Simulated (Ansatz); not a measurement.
Ansatz (a first-principles code) input (HF/6-31G*):

Ansatz 0.2 input:
```yaml
crystal:
  periodic: [false, false, false]
  atoms:
    - {symbol: C, position_ang: [1.88798500, 0.66839400, -0.01309500]}
    - {symbol: O, position_ang: [0.76101900, -0.21517200, 0.40905700]}
    - {symbol: B, position_ang: [-0.63666900, -0.17554500, -0.03820800]}
    - {symbol: O, position_ang: [-1.33592700, -1.13032600, 0.57133300]}
    - {symbol: O, position_ang: [-0.85677600, 0.78795000, -0.92711500]}
    - {symbol: H, position_ang: [2.24247700, 1.17508900, 0.87833000]}
    - {symbol: H, position_ang: [2.63925200, 0.02805000, -0.46320600]}
    - {symbol: H, position_ang: [1.45829700, 1.35753800, -0.72941100]}
    - {symbol: H, position_ang: [0.98120200, -0.90116400, 1.06071500]}
    - {symbol: H, position_ang: [-2.27565000, -1.24907000, 0.39492700]}
    - {symbol: H, position_ang: [-1.73667700, 0.91729600, -1.29794900]}
basis:
  gaussian:
    orbitals: 6-31G*
hamiltonian:
  xc: {name: HF}
total_charge: 1
relax: {f_tol: 0.003, max_steps: 120}
```

From the output:

```
mean field: 0.22 GiB planned
mean field evaluation 32: about -7905.4154 eV, gradient 2.2e-4 eV
mean field -7905.41544263 eV, -290.5186590337 hartree, gradient 1.5e-5 eV, S^2 0.000000; 0 other end points of the search recorded, 0 dependent functions left out
the calculation of the forces begins
reference -7905.41544263 eV, -290.5186590337 hartree; 20, 20 occupied and 67, 67 virtual orbitals, 942 factors
relax step   4: F+E_penalty+E_count = -7905.41544263 eV  Δ(F+E_penalty+E_count) = -1.326e-4 eV  max|allowed force component| = 4.943e-2 eV/Å  Δτ_max = 0.0018 Å  (25 SCF iters, accepted)
these checks for a lower state are left out or cut short: starts, cluster_reference, orbital_swaps, neighbouring_geometries, increment
integrals: 0.03 GiB planned
942 factors; integrals over basis functions are off by at most 3.8e-4 eV
mean field: 0.22 GiB planned
mean field -7905.41544961 eV, -290.5186592901 hartree, gradient 2.3e-5 eV, S^2 0.000000; 0 other end points of the search recorded, 0 dependent functions left out
the calculation of the forces begins
reference -7905.41544961 eV, -290.5186592901 hartree; 20, 20 occupied and 67, 67 virtual orbitals, 942 factors
relax step   5: F+E_penalty+E_count = -7905.41544961 eV  Δ(F+E_penalty+E_count) = -6.975e-6 eV  max|allowed force component| = 2.482e-2 eV/Å  Δτ_max = 0.0031 Å  (24 SCF iters, accepted)
these checks for a lower state are left out or cut short: starts, cluster_reference, orbital_swaps, neighbouring_geometries, increment
integrals: 0.03 GiB planned
942 factors; integrals over basis functions are off by at most 3.8e-4 eV
mean field: 0.22 GiB planned
mean field -7905.41548274 eV, -290.5186605076 hartree, gradient 1.2e-5 eV, S^2 0.000000; 0 other end points of the search recorded, 0 dependent functions left out
the calculation of the forces begins
reference -7905.41548274 eV, -290.5186605076 hartree; 20, 20 occupied and 67, 67 virtual orbitals, 942 factors
relax step   6: F+E_penalty+E_count = -7905.41548274 eV  Δ(F+E_penalty+E_count) = -3.313e-5 eV  max|allowed force component| = 5.450e-3 eV/Å  Δτ_max = 0.0022 Å  (24 SCF iters, accepted)
these checks for a lower state are left out or cut short: starts, cluster_reference, orbital_swaps, neighbouring_geometries, increment
integrals: 0.03 GiB planned
942 factors; integrals over basis functions are off by at most 3.8e-4 eV
mean field: 0.22 GiB planned
mean field -7905.41548441 eV, -290.5186605689 hartree, gradient 2.3e-5 eV, S^2 0.000000; 0 other end points of the search recorded, 0 dependent functions left out
the calculation of the forces begins
reference -7905.41548441 eV, -290.5186605689 hartree; 20, 20 occupied and 67, 67 virtual orbitals, 942 factors
relax step   7: F+E_penalty+E_count = -7905.41548441 eV  Δ(F+E_penalty+E_count) = -1.667e-6 eV  max|allowed force component| = 2.569e-3 eV/Å  Δτ_max = 0.0005 Å  (20 SCF iters, accepted)
integrals: 0.03 GiB planned
942 factors; integrals over basis functions are off by at most 3.8e-4 eV
mean field: 0.22 GiB planned
mean field evaluation 64: about -7905.4155 eV, gradient 2.0e-5 eV
mean field -7905.41548441 eV, -290.5186605689 hartree, gradient 2.3e-5 eV, S^2 0.000000; 1 other end points of the search recorded, 0 dependent functions left out
the calculation of the forces begins
reference -7905.41548441 eV, -290.5186605689 hartree; 20, 20 occupied and 67, 67 virtual orbitals, 942 factors
Total energy: -7905.41548441 eV, -290.5186605689 hartree
Atom 0 at     1.887262     0.668702    -0.013571 Å, force     0.000949    -0.000321     0.000544 eV/Å
Atom 1 at     0.758930    -0.207907     0.402226 Å, force    -0.002569    -0.000940     0.000035 eV/Å
Atom 2 at    -0.631035    -0.174717    -0.037254 Å, force     0.001857    -0.000164     0.000734 eV/Å
Atom 3 at    -1.330830    -1.120047     0.564053 Å, force    -0.001099    -0.000174    -0.000188 eV/Å
Atom 4 at    -0.865512     0.777155    -0.920471 Å, force    -0.000978    -0.000101    -0.000212 eV/Å
Atom 5 at     2.234765     1.162733     0.876254 Å, force     0.000893     0.000529    -0.000988 eV/Å
Atom 6 at     2.628171     0.025438    -0.453889 Å, force     0.000637     0.001285    -0.000108 eV/Å
Atom 7 at     1.468594     1.355179    -0.724348 Å, force     0.000042    -0.000340     0.000305 eV/Å
Atom 8 at     0.970252    -0.886742     1.045145 Å, force    -0.000262    -0.000051    -0.000034 eV/Å
Atom 9 at    -2.256400    -1.233744     0.387521 Å, force     0.000210    -0.000111     0.000153 eV/Å
Atom 10 at    -1.735664     0.896991    -1.280287 Å, force     0.000319     0.000388    -0.000242 eV/Å
Dipole moment:     0.093450    -0.035125     0.057673 e Å
```

The dipole moment of an ion depends on the origin.

The geometry given is a B3LYP-D3(BJ)/def2-TZVP minimum.
